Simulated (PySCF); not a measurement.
Correlation energy of Mg (magnesium, neutral)

[Ne] 3s2, closed-shell 1S. Calculation: PySCF 2.14, in cc-pVTZ; the non-relativistic Hamiltonian (point nucleus). Frozen: [Ne]; 2 electrons correlated.

Total MP2 correlation energy: -23.53 mhartree.

Same-spin part 0.00 and opposite-spin part -23.53 mhartree; SCS-MP2 scales them by 1/3 and 6/5 to -28.24 mhartree.

With two correlated electrons CCSD is exact within the correlated space (frozen core and kept virtual orbitals).

| level | correlation energy (mhartree) |
| --- | --- |
| CCSD | -33.73 |

Diagnostics: T1 = 0.015, D1 = 0.0219, largest double amplitude 0.094.

Question: Is a single reference adequate?

Answer: Mostly. T1 lies below 0.03, but a double amplitude of this size points to a near-degeneracy that CCSD handles and MP2 describes poorly.
